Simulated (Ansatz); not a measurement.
Relaxation of CH₅GaO (8 atoms, charge 0, multiplicity 1), to a largest force component of 0.03 eV/Å in at most 50 steps.

Method: Ansatz 0.2.0, RKS PBE-D4/def2-SVP.

```xyz
8
Properties=species:S:1:pos:R:3:forces:R:3
Ga -0.103 0.816 -1.070 -0.08 0.06 -0.13
C 1.406 -0.103 1.578 0.06 -0.03 0.10
H 0.356 -0.451 1.538 0.06 0.01 0.01
H 1.978 -0.702 2.316 -0.06 0.04 -0.05
H 1.426 0.965 1.869 0.01 -0.05 -0.01
H 1.873 -0.215 0.578 0.03 -0.02 0.08
O -1.524 -0.178 -0.508 -0.03 -0.03 0.02
H -1.606 -0.978 0.039 0.01 0.02 -0.02
```

Task: Where does it end, and by what steps?

Result: The run converged. The force dipped under the threshold on the way, but the program's further checks kept it going. After 20 steps the energy has fallen by 0.068 eV; Ga1 moved furthest, 1.54 Å.

```json
{"step": "0", "energy less start (eV)": "0.0000", "largest force component (eV/Å)": "0.133", "accepted": "yes"}
{"step": "1", "energy less start (eV)": "-0.0260", "largest force component (eV/Å)": "0.124", "accepted": "yes"}
{"step": "2", "energy less start (eV)": "-0.0312", "largest force component (eV/Å)": "0.153", "accepted": "yes"}
{"step": "3", "energy less start (eV)": "-0.0342", "largest force component (eV/Å)": "0.305", "accepted": "yes"}
{"step": "4", "energy less start (eV)": "-0.0384", "largest force component (eV/Å)": "0.361", "accepted": "yes"}
{"step": "5", "energy less start (eV)": "-0.0497", "largest force component (eV/Å)": "0.069", "accepted": "yes"}
{"step": "6", "energy less start (eV)": "-0.0503", "largest force component (eV/Å)": "0.070", "accepted": "yes"}
{"step": "7", "energy less start (eV)": "-0.0546", "largest force component (eV/Å)": "0.020", "accepted": "yes"}
{"step": "8", "energy less start (eV)": "-0.0473", "largest force component (eV/Å)": "0.594", "accepted": "no"}
{"step": "9", "energy less start (eV)": "-0.0558", "largest force component (eV/Å)": "0.211", "accepted": "yes"}
{"step": "10", "energy less start (eV)": "-0.0566", "largest force component (eV/Å)": "0.100", "accepted": "yes"}
{"step": "11", "energy less start (eV)": "-0.0594", "largest force component (eV/Å)": "0.020", "accepted": "yes"}
{"step": "12", "energy less start (eV)": "-0.0602", "largest force component (eV/Å)": "0.169", "accepted": "yes"}
{"step": "13", "energy less start (eV)": "-0.0614", "largest force component (eV/Å)": "0.077", "accepted": "yes"}
{"step": "14", "energy less start (eV)": "-0.0629", "largest force component (eV/Å)": "0.021", "accepted": "yes"}
{"step": "15", "energy less start (eV)": "-0.0616", "largest force component (eV/Å)": "0.294", "accepted": "no"}
{"step": "16", "energy less start (eV)": "-0.0640", "largest force component (eV/Å)": "0.049", "accepted": "yes"}
{"step": "17", "energy less start (eV)": "-0.0648", "largest force component (eV/Å)": "0.082", "accepted": "yes"}
{"step": "18", "energy less start (eV)": "-0.0652", "largest force component (eV/Å)": "0.144", "accepted": "yes"}
{"step": "19", "energy less start (eV)": "-0.0664", "largest force component (eV/Å)": "0.085", "accepted": "yes"}
{"step": "20", "energy less start (eV)": "-0.0677", "largest force component (eV/Å)": "0.007", "accepted": "yes"}
```

```xyz
8
Properties=species:S:1:pos:R:3
Ga -1.401 0.850 -1.894
C 1.566 -0.135 1.724
H 0.626 -0.051 1.145
H 1.465 -0.916 2.501
H 1.789 0.833 2.210
H 2.399 -0.402 1.046
O -1.299 -0.038 -0.299
H -1.338 -0.988 -0.091
```

Whether the end is a true minimum wasn't checked by a vibrational analysis.

The run took 24 s on 2 threads of Intel(R) Xeon(R) 6975P-C (Granite Rapids), with other jobs on the host, peak memory 0.12 GiB.
